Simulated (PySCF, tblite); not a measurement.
Calculations on `[CH2]NBCBC` [radical], in the order of a workflow; each names the level of the geometry that it ran on. Settings lines and outputs come from a driver script.

Compound: C3H10B2N (doublet state).
Numbering: `[CH2:1][NH:2][BH:3][CH2:4][BH:5][CH3:6]` (hydrogens: H7, H8 on C1; H9 on N2; H10 on B3; H11, H12 on C4; H13 on B5; H14, H15, H16 on C6)

Step 1: GFN2-xTB geometry optimisation, gas phase (tblite 0.8.0) (from a force-field or distance-geometry start)
```json
{"job": {"kind": "relax", "xc": "GFN2-xTB", "basis": "xTB"}, "charge": 0, "multiplicity": 2}
```
```
step      E/eV     max force
  0    -457.06968    2.580
  1    -457.28515    1.520
  2    -457.42046    0.637
...
133    -458.66396    0.027
134    -458.66406    0.019
135    -458.66412    0.017
136    -458.66415    0.015
137    -458.66417    0.010
```

Energy lowered by 36.8 kcal/mol over 137 steps; largest atomic force 0.010 eV/Å at the end. «max force» is the largest atomic force in eV/Å.

Step 2: GFN2-xTB harmonic vibrations, gas phase (tblite 0.8.0) (on the GFN2-xTB geometry)
```json
{"job": {"kind": "ir", "xc": "GFN2-xTB", "basis": "xTB"}, "charge": 0, "multiplicity": 2}
```
```
(table of modes left out)
```

42 modes from -82 to 3392 cm⁻¹ (unscaled, harmonic, a negative number standing for an imaginary wavenumber); zero-point energy 80.6 kcal/mol from the real modes; the lowest is imaginary at this level.

Step 3: UKS B3LYP, pcH-1 on B C H N, non-relativistic, mean-field spin-orbit, GIAO (PySCF 2.14.0) (on the GFN2-xTB geometry)
```json
{"job": {"kind": "epr", "basis": "pcH-1"}, "charge": 0, "multiplicity": 2}
```
```
...
E = -224.81386684 Eh   <S^2> = 0.7556 (exact 0.7500)
g shifts (ppm)      1          2          3
  rmc          -136       -136       -136
  gc              1         35         22
  oz_so          12        335        757
  total        -123        235        643
hyperfine (MHz)  atom isotope    a_iso     a_fc   dipolar eigenvalues
    0   13C      71.61      71.61    -69.43    -67.75    137.18
    1   14N      -6.50      -6.50     -3.05     -2.14      5.19
    2   11B      11.90      11.90    -12.31     -9.15     21.46
    3   13C      -5.23      -5.23     -1.58     -0.83      2.42
    4   11B      16.96      16.96     -2.10     -1.64      3.74
    5   13C      -0.98      -0.98     -0.39      0.13      0.25
    6    1H     -56.85     -56.85    -33.72      0.78     32.95
    7    1H     -55.35     -55.35    -32.18     -0.19     32.37
    8    1H      -2.26      -2.26     -4.65     -2.91      7.56
    9    1H     -13.17     -13.17     -4.30     -1.80      6.10
   10    1H       7.84       7.84     -1.39     -1.11      2.51
   11    1H      19.45      19.45     -1.96     -0.73      2.69
   12    1H      -1.90      -1.90     -1.90      0.08      1.82
   13    1H      -0.36      -0.36     -0.59     -0.48      1.07
   14    1H       3.22       3.22     -0.63     -0.55      1.18
...
```

⟨S²⟩ 0.756; g_iso 2.0026. rmc, gc and oz_so are the mass-correction, gauge-correction and orbital-Zeeman/spin–orbit parts of the g shift along its three principal axes; a_iso is the isotropic hyperfine coupling and a_fc its Fermi-contact part. The log counts atoms from 0, this text from 1.

Task: Which step took the most CPU time, and about what did each take on one thread of an Arm Neoverse V1, no GPU, on a shared host?

Result: Step 3, about 98 % of the total. CPU time by step: 1: 0.72 s, 2: 0.39 s, 3: 45 s.

Geometry of the electronic-property runs (GFN2-xTB):
```
atom  x, y, z in Å
C1     2.8658    0.7311    0.5917
N2     1.7998   -0.0567    0.3349
B3     0.8001    0.0904   -0.6493
C4    -0.3387   -1.0198   -0.7330
B5    -1.3431   -0.5345    0.3696
C6    -2.5495    0.4101   -0.0050
H7     3.5600    0.4719    1.3662
H8     3.0134    1.6112   -0.0011
H9     1.7327   -0.8581    0.9510
H10    0.8283    1.0346   -1.3417
H11   -0.7748   -1.0490   -1.7289
H12    0.0744   -2.0034   -0.5092
H13   -1.1520   -0.8291    1.4926
H14   -3.2566    0.5722    0.8055
H15   -3.1083    0.0510   -0.8678
H16   -2.1590    1.3870   -0.2916
```

 GFN2-xTB frequencies show an imaginary mode (82i cm⁻¹), so this geometry is no minimum at that level. (This holds for the electronic-property runs.)

One conformer stands for the species.
